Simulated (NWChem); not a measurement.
System: GeCl$_{2}$, singlet; SMILES [Cl][Ge][Cl]

Parts of the log:

```
             Northwest Computational Chemistry Package (NWChem) 7.3.0
             --------------------------------------------------------

 C2V symmetry detected

                             Geometry "geometry" -> ""
                             -------------------------

 Output coordinates in angstroms (scale by  1.889725989 to convert to a.u.)

  No.       Tag          Charge          X              Y              Z
 ---- ---------------- ---------- -------------- -------------- --------------
    1 Ge                  32.0000     0.00000000     0.00000000     0.72629255
    2 Cl                  17.0000    -1.70675100     0.00000000    -0.68356945
    3 Cl                  17.0000     1.70675100     0.00000000    -0.68356945

 Effective nuclear repulsion energy (a.u.)     304.8783213527

      Symmetry information
      --------------------

 Group name             C2v
 Group number             16
 Group order               4
 No. of unique centers     2

                                Z-matrix (autoz)
                                --------

 Units are Angstrom for bonds and degrees for angles

      Type          Name      I     J     K     L     M      Value
      ----------- --------  ----- ----- ----- ----- ----- ----------
    1 Stretch                  1     2                       2.21375
    2 Stretch                  1     3                       2.21375
    3 Bend                     2     1     3               100.88317

  pbe96 is a nonlocal functional; adding pw91lda local functional.

                           NWChem Geometry Optimization
                           ----------------------------

 maximum gradient threshold         (gmax) =   0.000450
 rms gradient threshold             (grms) =   0.000300
 maximum cartesian step threshold   (xmax) =   0.001800
 rms cartesian step threshold       (xrms) =   0.001200
 fixed trust radius                (trust) =   0.300000
 source of zmatrix                         =   autoz

          -------------------
          Energy Minimization
          -------------------

 Using diagonal initial Hessian
 Scaling for Hessian diagonals: bonds = 1.00  angles = 0.25  torsions = 0.10

          --------
          Step   0

                                 NWChem DFT Module
                                 -----------------

 Summary of "ao basis" -> "ao basis" (spherical)
 ------------------------------------------------------------------------------
       Tag                 Description            Shells   Functions and Types
 ---------------- ------------------------------  ------  ---------------------
 Ge                         6-311g**                18       44   8s7p3d
 Cl                         6-311g**                12       26   6s5p1d

      Symmetry analysis of basis
      --------------------------

        a1         40
        a2         10
        b1         29
        b2         17

            General Information
            -------------------
          SCF calculation type: DFT
          Wavefunction type:  closed shell.
          No. of atoms     :     3
          No. of electrons :    66
           Alpha electrons :    33
            Beta electrons :    33
          Charge           :     0
          Spin multiplicity:     1
          Use of symmetry is: on ; symmetry adaption is: on
          Maximum number of iterations: 150
          AO basis - number of functions:    96
                     number of shells:    42
          Convergence on energy requested:  1.00D-06
          Convergence on density requested:  1.00D-05
          Convergence on gradient requested:  5.00D-04

              XC Information
              --------------
          PerdewBurkeErnzerhof Exchange Functional  1.000
            Perdew 1991 LDA Correlation Functional  1.000 local
           PerdewBurkeErnz. Correlation Functional  1.000 non-local

             Grid Information
             ----------------
          Grid used for XC integration:  medium
          Radial quadrature: Mura-Knowles
          Angular quadrature: Lebedev.
          Tag              B.-S. Rad. Rad. Pts. Rad. Cut. Ang. Pts.
          ---              ---------- --------- --------- ---------
          Ge                  1.25      112           8.0       590
          Cl                  1.00       88          10.0       590
          Grid pruning is: on
          Number of quadrature shells:   200
          Spatial weights used:  Erf1

      Superposition of Atomic Density Guess
      -------------------------------------

 Sum of atomic energies:       -2994.21760581

      Non-variational initial energy
      ------------------------------

 Total energy =   -2994.446727
 1-e energy   =   -4773.589014
 2-e energy   =    1474.263965
 HOMO         =      -0.296720
 LUMO         =      -0.052102

      Symmetry analysis of molecular orbitals - initial
      -------------------------------------------------

  Numbering of irreducible representations:

     1 a1          2 a2          3 b1          4 b2

  Orbital symmetries:

[...]

      ----------------------
      Optimization converged
      ----------------------

  Step       Energy      Delta E   Gmax     Grms     Xrms     Xmax
  ---- ---------------- -------- -------- -------- -------- --------
@    3   -2996.79051395 -9.0D-08  0.00003  0.00002  0.00053  0.00098
                                     ok       ok       ok       ok

                                Z-matrix (autoz)
                                --------

 Units are Angstrom for bonds and degrees for angles

      Type          Name      I     J     K     L     M      Value     Gradient
      ----------- --------  ----- ----- ----- ----- ----- ---------- ----------
    1 Stretch                  1     2                       2.22057   -0.00001
    2 Stretch                  1     3                       2.22057   -0.00001
    3 Bend                     2     1     3               100.61417   -0.00003

                         Geometry "geometry" -> "geometry"
                         ---------------------------------

 Output coordinates in angstroms (scale by  1.889725989 to convert to a.u.)

  No.       Tag          Charge          X              Y              Z
 ---- ---------------- ---------- -------------- -------------- --------------
    1 Ge                  32.0000     0.00000000     0.00000000     0.73186431
    2 Cl                  17.0000    -1.70868363     0.00000000    -0.68635534
    3 Cl                  17.0000     1.70868363     0.00000000    -0.68635534

 Effective nuclear repulsion energy (a.u.)     304.0290193161

      Symmetry information
      --------------------

 Group name             C2v
 Group number             16
 Group order               4
 No. of unique centers     2

                Final and change from initial internal coordinates
                --------------------------------------------------

                                Z-matrix (autoz)
                                --------

 Units are Angstrom for bonds and degrees for angles

      Type          Name      I     J     K     L     M      Value       Change
      ----------- --------  ----- ----- ----- ----- ----- ---------- ----------
    1 Stretch                  1     2                       2.22057    0.00682
    2 Stretch                  1     3                       2.22057    0.00682
    3 Bend                     2     1     3               100.61417   -0.26900

[...]

 Rotational Constants
 --------------------
 A=   0.233221 cm-1  (  0.335545 K)
 B=   0.082559 cm-1  (  0.118782 K)
 C=   0.060974 cm-1  (  0.087727 K)

 Temperature                      =   298.15K
 frequency scaling parameter      =   1.0000

 Zero-Point correction to Energy  =    1.263 kcal/mol  (  0.002013 au)
 Thermal correction to Energy     =    3.875 kcal/mol  (  0.006175 au)
 Thermal correction to Enthalpy   =    4.467 kcal/mol  (  0.007119 au)

 Total Entropy                    =   70.991 cal/mol-K
   - Translational                =   40.784 cal/mol-K (mol. weight = 143.8596)
   - Rotational                   =   25.333 cal/mol-K (symmetry #  =        2)
   - Vibrational                  =    4.874 cal/mol-K

 Cv (constant volume heat capacity) =   10.937 cal/mol-K
   - Translational                  =    2.979 cal/mol-K
   - Rotational                     =    2.979 cal/mol-K
   - Vibrational                    =    4.978 cal/mol-K

[normal modes left out]

 ----------------------------------------------------------------------------
 Normal Eigenvalue ||           Projected Infra Red Intensities
  Mode   [cm**-1]  || [atomic units] [(debye/angs)**2] [(KM/mol)] [arbitrary]
 ------ ---------- || -------------- ----------------- ---------- -----------
    1        0.000 ||    0.001671           0.039         1.629       0.839
    2        0.000 ||    0.000883           0.020         0.861       0.443
    3        0.000 ||    0.000883           0.020         0.861       0.443
    4        0.000 ||    0.000001           0.000         0.001       0.000
    5        0.000 ||    0.000376           0.009         0.367       0.189
    6        0.000 ||    0.000521           0.012         0.508       0.262
    7      147.842 ||    0.001984           0.046         1.934       0.996
    8      357.426 ||    0.124309           2.868       121.183      62.403
    9      378.937 ||    0.048655           1.123        47.432      24.425
 ----------------------------------------------------------------------------
```

Level: PBE/6-311G** (spherical d). Low-valent species are run as closed-shell singlets; no triplet was tried in these runs.

**Question.** Which NWChem input produces such a log?

**Answer.** One answer among several that fit: the input that was run:
```
start job
memory heap 200 mb stack 900 mb global 1100 mb
geometry units angstroms
  Ge     0.000000     0.000000     0.728494
  Cl    -1.706751     0.000000    -0.681368
  Cl     1.706751     0.000000    -0.681368
end
basis spherical
  Ge library 6-311g**
  Cl library 6-311g**
end
dft
  xc xpbe96 cpbe96
  iterations 150
end
driver
  maxiter 120
end
task dft optimize
task dft freq
```
